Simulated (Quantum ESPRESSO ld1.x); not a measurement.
The numbers below are computed, except where a source is named.
All-electron atom: Ca VIII in [Ne] 3s2 3p1. Code: ld1.x of Quantum ESPRESSO 7.5. Model: scalar-relativistic Kohn-Sham, PBE, spin-unpolarised, spherical densities, point nucleus. Some entries of the table are withheld. Estimate them.

| orbital | occ. | eigenvalue (eV) | <r> (bohr) |
|---|---|---|---|
| 1s | 2 | -4091.52 | (1) |
| 2s | 2 | (2) | (3) |
| 2p | 6 | -469.581 | 0.3246 |
| 3s | 2 | -157.417 | 1.022 |
| 3p | 1 | (4) | 1.051 |

Answer. 
(1) 1s <r> (bohr): 0.07682
(2) 2s eigenvalue (eV): -548.192
(3) 2s <r> (bohr): 0.3619
(4) 3p eigenvalue (eV): -136.257
